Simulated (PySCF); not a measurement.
Au$_{2}$, singlet, at a GFN2-xTB geometry (such geometries of metal compounds can be far from the true shape) (core potentials on Au), with bond 2-1 at 2.0 times its length; M062X/def2-SV(P) in PySCF.

Input for PySCF:
```python
from pyscf import gto, scf, dft

mol = gto.M(
    atom='''
Au   -0.000000   -0.000000   -1.248439
Au    0.000000    0.000000    3.745317
''',
    basis='def2-sv(p)',
    ecp={'Au': 'def2-sv(p)'},
    charge=0,
    spin=0,
    verbose=4,
)

mf = dft.RKS(mol)
mf.xc = 'm062x'
mf.diis = False
mf.max_cycle = 100
mf.kernel()
```

**Question.** Write the output that PySCF gives for this input, abridged.

**Answer.** 
```
PySCF version 2.14.0

[INPUT] verbose = 4
[INPUT] num. atoms = 2
[INPUT] num. electrons = 38
[INPUT] charge = 0
[INPUT] spin (= nelec alpha-beta = 2S) = 0
[INPUT] symmetry False subgroup None
[INPUT] Mole.unit = angstrom
[INPUT] Symbol           X                Y                Z      unit          X                Y                Z       unit  Magmom
[...]
nuclear repulsion = 38.2543666815359
number of shells = 22
number of NR pGTOs = 100
number of NR cGTOs = 50
basis = def2-sv(p)
ecp = {'Au': 'def2-sv(p)'}

******** <class 'pyscf.dft.rks.RKS'> ********
method = RKS
initial guess = minao
damping factor = 0
level_shift factor = 0
DIIS disabled
SCF conv_tol = 1e-09
SCF conv_tol_grad = None
SCF max_cycles = 100
direct_scf = True
direct_scf_tol = 1e-13
XC library pyscf.dft.libxc version 7.1.2
    S. Lehtola, C. Steigemann, M. J. T. Oliveira, and M. A. L. Marques,  SoftwareX 7, 1–5 (2018)
XC functionals = m062x
    Y. Zhao and D. G. Truhlar,  Theor. Chem. Acc. 120, 215 (2008)
    Y. Zhao and D. G. Truhlar,  Theor. Chem. Acc. 120, 215 (2008)
radial grids:
    Treutler-Ahlrichs [JCP 102, 346 (1995); DOI:10.1063/1.469408] (M4) radial grids

becke partition: Becke, JCP 88, 2547 (1988); DOI:10.1063/1.454033
pruning grids: <function nwchem_prune>
grids dens level: 3
symmetrized grids: False
atomic radii adjust function: <function treutler_atomic_radii_adjust>
small_rho_cutoff = 0
Set gradient conv threshold to 3.16228e-05
Initial guess from minao.
tot grids = 48616
init E= -247.253194952946
[...]
cycle= 1 E= -270.208169313212  delta_E=  -23  |g|= 1.85  |ddm|= 13.8
[...]
cycle= 2 E= -269.19739963946  delta_E= 1.01  |g|= 2.89  |ddm|= 6.32
[...]
cycle= 3 E= -270.127745331564  delta_E= -0.93  |g|= 1.98  |ddm|=  6.5
[...]
cycle= 4 E= -269.133729938837  delta_E= 0.994  |g|= 2.98  |ddm|= 6.51
[...]
cycle= 5 E= -270.11556095532  delta_E= -0.982  |g|= 1.99  |ddm|= 6.56
[...]
cycle= 6 E= -269.148988800564  delta_E= 0.967  |g|= 2.98  |ddm|= 6.54
[...]
cycle= 7 E= -270.124693309637  delta_E= -0.976  |g|= 1.98  |ddm|= 6.52
[...]
cycle= 8 E= -268.999237217511  delta_E= 1.13  |g|= 3.02  |ddm|= 6.53
[...]
cycle= 9 E= -269.781912125468  delta_E= -0.783  |g|= 2.13  |ddm|= 7.56
[...]
cycle= 10 E= -243.786062719771  delta_E=   26  |g|= 4.47  |ddm|= 20.6
[...]
cycle= 11 E= -139.095938521224  delta_E=  105  |g|= 4.89  |ddm|= 58.8
[...]
cycle= 12 E= -111.843038044578  delta_E= 27.3  |g|= 11.6  |ddm|=   90
[...]
cycle= 13 E= -100.316946110895  delta_E= 11.5  |g|=  3.8  |ddm|=  100
[...]
cycle= 14 E= -100.303067905098  delta_E= 0.0139  |g|= 3.79  |ddm|= 99.1
[...]
cycle= 15 E= -100.30390794795  delta_E= -0.00084  |g|= 3.79  |ddm|= 99.2
[...]
cycle= 16 E= -100.303931704444  delta_E= -2.38e-05  |g|= 3.79  |ddm|= 99.2
[...]
cycle= 17 E= -100.303932448992  delta_E= -7.45e-07  |g|= 3.79  |ddm|= 99.2
[...]
cycle= 18 E= -100.303932479853  delta_E= -3.09e-08  |g|= 3.79  |ddm|= 99.2
[...]
cycle= 19 E= -100.303932480974  delta_E= -1.12e-09  |g|= 3.79  |ddm|= 99.2
[...]
cycle= 20 E= -100.303932481023  delta_E= -4.92e-11  |g|= 3.79  |ddm|= 99.2
[...]
cycle= 21 E= -100.303932481023  delta_E=    0  |g|= 3.79  |ddm|= 99.2
[...]
cycle= 22 E= -100.303932481025  delta_E= -1.71e-12  |g|= 3.79  |ddm|= 99.2
[...]
cycle= 23 E= -100.303932481024  delta_E= 1.25e-12  |g|= 3.79  |ddm|= 99.2
[...]
cycle= 24 E= -100.303932481025  delta_E= -1.53e-12  |g|= 3.79  |ddm|= 99.2
[...]
cycle= 25 E= -100.303932481023  delta_E= 1.88e-12  |g|= 3.79  |ddm|= 99.2
[...]
cycle= 26 E= -100.303932481025  delta_E= -1.93e-12  |g|= 3.79  |ddm|= 99.2
[...]
cycle= 27 E= -100.303932481024  delta_E= 1.48e-12  |g|= 3.79  |ddm|= 99.2
[...]
cycle= 28 E= -100.303932481025  delta_E= -1.42e-12  |g|= 3.79  |ddm|= 99.2
[...]
cycle= 29 E= -100.303932481024  delta_E= 1.14e-12  |g|= 3.79  |ddm|= 99.2
[...]
cycle= 30 E= -100.303932481025  delta_E= -7.39e-13  |g|= 3.79  |ddm|= 99.2
[...]
cycle= 31 E= -100.303932481023  delta_E= 1.42e-12  |g|= 3.79  |ddm|= 99.2
[...]
cycle= 32 E= -100.303932481025  delta_E= -1.59e-12  |g|= 3.79  |ddm|= 99.2
[...]
cycle= 33 E= -100.303932481023  delta_E= 1.82e-12  |g|= 3.79  |ddm|= 99.2
[...]
cycle= 34 E= -100.303932481025  delta_E= -2.27e-12  |g|= 3.79  |ddm|= 99.2
[...]
cycle= 35 E= -100.303932481023  delta_E= 2.22e-12  |g|= 3.79  |ddm|= 99.2
[...]
cycle= 36 E= -100.303932481025  delta_E= -1.88e-12  |g|= 3.79  |ddm|= 99.2
[...]
cycle= 37 E= -100.303932481024  delta_E= 1.14e-12  |g|= 3.79  |ddm|= 99.2
[...]
cycle= 38 E= -100.303932481025  delta_E= -1.36e-12  |g|= 3.79  |ddm|= 99.2
[...]
cycle= 39 E= -100.303932481024  delta_E= 1.82e-12  |g|= 3.79  |ddm|= 99.2
[...]
cycle= 40 E= -100.303932481025  delta_E= -1.82e-12  |g|= 3.79  |ddm|= 99.2
[...]
cycle= 41 E= -100.303932481024  delta_E= 1.76e-12  |g|= 3.79  |ddm|= 99.2
[...]
cycle= 42 E= -100.303932481025  delta_E= -1.93e-12  |g|= 3.79  |ddm|= 99.2
[...]
cycle= 43 E= -100.303932481023  delta_E= 2.1e-12  |g|= 3.79  |ddm|= 99.2
[...]
cycle= 44 E= -100.303932481025  delta_E= -1.88e-12  |g|= 3.79  |ddm|= 99.2
[...]
cycle= 45 E= -100.303932481023  delta_E= 1.88e-12  |g|= 3.79  |ddm|= 99.2
[...]
cycle= 46 E= -100.303932481025  delta_E= -1.93e-12  |g|= 3.79  |ddm|= 99.2
[...]
cycle= 47 E= -100.303932481024  delta_E= 1.76e-12  |g|= 3.79  |ddm|= 99.2
[...]
cycle= 48 E= -100.303932481025  delta_E= -1.59e-12  |g|= 3.79  |ddm|= 99.2
[...]
cycle= 49 E= -100.303932481023  delta_E= 1.99e-12  |g|= 3.79  |ddm|= 99.2
[...]
cycle= 50 E= -100.303932481025  delta_E= -2.16e-12  |g|= 3.79  |ddm|= 99.2
[...]
cycle= 51 E= -100.303932481024  delta_E= 1.82e-12  |g|= 3.79  |ddm|= 99.2
[...]
cycle= 52 E= -100.303932481025  delta_E= -1.99e-12  |g|= 3.79  |ddm|= 99.2
[...]
cycle= 53 E= -100.303932481024  delta_E= 1.99e-12  |g|= 3.79  |ddm|= 99.2
[...]
cycle= 54 E= -100.303932481025  delta_E= -1.65e-12  |g|= 3.79  |ddm|= 99.2
[...]
cycle= 55 E= -100.303932481023  delta_E= 2.1e-12  |g|= 3.79  |ddm|= 99.2
[...]
cycle= 56 E= -100.303932481025  delta_E= -1.93e-12  |g|= 3.79  |ddm|= 99.2
[...]
cycle= 57 E= -100.303932481024  delta_E= 9.66e-13  |g|= 3.79  |ddm|= 99.2
[...]
cycle= 58 E= -100.303932481025  delta_E= -8.53e-13  |g|= 3.79  |ddm|= 99.2
[...]
cycle= 59 E= -100.303932481024  delta_E= 1.02e-12  |g|= 3.79  |ddm|= 99.2
[...]
cycle= 60 E= -100.303932481025  delta_E= -1.19e-12  |g|= 3.79  |ddm|= 99.2
[...]
cycle= 61 E= -100.303932481023  delta_E= 1.82e-12  |g|= 3.79  |ddm|= 99.2
[...]
cycle= 62 E= -100.303932481026  delta_E= -2.33e-12  |g|= 3.79  |ddm|= 99.2
[...]
cycle= 63 E= -100.303932481023  delta_E= 2.22e-12  |g|= 3.79  |ddm|= 99.2
[...]
cycle= 64 E= -100.303932481025  delta_E= -1.76e-12  |g|= 3.79  |ddm|= 99.2
[...]
cycle= 65 E= -100.303932481024  delta_E= 1.19e-12  |g|= 3.79  |ddm|= 99.2
[...]
cycle= 66 E= -100.303932481025  delta_E= -1.59e-12  |g|= 3.79  |ddm|= 99.2
[...]
cycle= 67 E= -100.303932481024  delta_E= 1.82e-12  |g|= 3.79  |ddm|= 99.2
[...]
cycle= 68 E= -100.303932481025  delta_E= -1.31e-12  |g|= 3.79  |ddm|= 99.2
[...]
cycle= 69 E= -100.303932481024  delta_E= 1.19e-12  |g|= 3.79  |ddm|= 99.2
[...]
cycle= 70 E= -100.303932481026  delta_E= -2.22e-12  |g|= 3.79  |ddm|= 99.2
[...]
cycle= 71 E= -100.303932481023  delta_E= 2.84e-12  |g|= 3.79  |ddm|= 99.2
[...]
cycle= 72 E= -100.303932481026  delta_E= -2.44e-12  |g|= 3.79  |ddm|= 99.2
[...]
cycle= 73 E= -100.303932481024  delta_E= 1.59e-12  |g|= 3.79  |ddm|= 99.2
[...]
cycle= 74 E= -100.303932481025  delta_E= -7.96e-13  |g|= 3.79  |ddm|= 99.2
[...]
cycle= 75 E= -100.303932481024  delta_E= 1.08e-12  |g|= 3.79  |ddm|= 99.2
[...]
cycle= 76 E= -100.303932481025  delta_E= -1.19e-12  |g|= 3.79  |ddm|= 99.2
[...]
cycle= 77 E= -100.303932481023  delta_E= 1.71e-12  |g|= 3.79  |ddm|= 99.2
[...]
cycle= 78 E= -100.303932481026  delta_E= -2.5e-12  |g|= 3.79  |ddm|= 99.2
[...]
cycle= 79 E= -100.303932481024  delta_E= 1.71e-12  |g|= 3.79  |ddm|= 99.2
[...]
cycle= 80 E= -100.303932481025  delta_E= -1.08e-12  |g|= 3.79  |ddm|= 99.2
[...]
cycle= 81 E= -100.303932481024  delta_E= 1.53e-12  |g|= 3.79  |ddm|= 99.2
[...]
cycle= 82 E= -100.303932481025  delta_E= -1.19e-12  |g|= 3.79  |ddm|= 99.2
[...]
cycle= 83 E= -100.303932481024  delta_E= 1.19e-12  |g|= 3.79  |ddm|= 99.2
[...]
cycle= 84 E= -100.303932481025  delta_E= -1.88e-12  |g|= 3.79  |ddm|= 99.2
[...]
cycle= 85 E= -100.303932481023  delta_E= 2.33e-12  |g|= 3.79  |ddm|= 99.2
[...]
cycle= 86 E= -100.303932481025  delta_E= -1.93e-12  |g|= 3.79  |ddm|= 99.2
[...]
cycle= 87 E= -100.303932481024  delta_E= 1.31e-12  |g|= 3.79  |ddm|= 99.2
[...]
cycle= 88 E= -100.303932481026  delta_E= -1.82e-12  |g|= 3.79  |ddm|= 99.2
[...]
cycle= 89 E= -100.303932481023  delta_E= 2.22e-12  |g|= 3.79  |ddm|= 99.2
[...]
cycle= 90 E= -100.303932481026  delta_E= -2.22e-12  |g|= 3.79  |ddm|= 99.2
[...]
cycle= 91 E= -100.303932481023  delta_E= 2.1e-12  |g|= 3.79  |ddm|= 99.2
[...]
cycle= 92 E= -100.303932481025  delta_E= -1.71e-12  |g|= 3.79  |ddm|= 99.2
[...]
cycle= 93 E= -100.303932481024  delta_E= 9.09e-13  |g|= 3.79  |ddm|= 99.2
[...]
cycle= 94 E= -100.303932481025  delta_E= -9.09e-13  |g|= 3.79  |ddm|= 99.2
[...]
cycle= 95 E= -100.303932481023  delta_E= 1.82e-12  |g|= 3.79  |ddm|= 99.2
[...]
cycle= 96 E= -100.303932481025  delta_E= -1.65e-12  |g|= 3.79  |ddm|= 99.2
[...]
cycle= 97 E= -100.303932481024  delta_E= 1.48e-12  |g|= 3.79  |ddm|= 99.2
[...]
cycle= 98 E= -100.303932481025  delta_E= -1.93e-12  |g|= 3.79  |ddm|= 99.2
[...]
cycle= 99 E= -100.303932481023  delta_E= 1.99e-12  |g|= 3.79  |ddm|= 99.2
[...]
cycle= 100 E= -100.303932481026  delta_E= -2.39e-12  |g|= 3.79  |ddm|= 99.2
SCF not converged.
SCF energy = -100.303932481026
```

The run did not converge; its last values are not results.
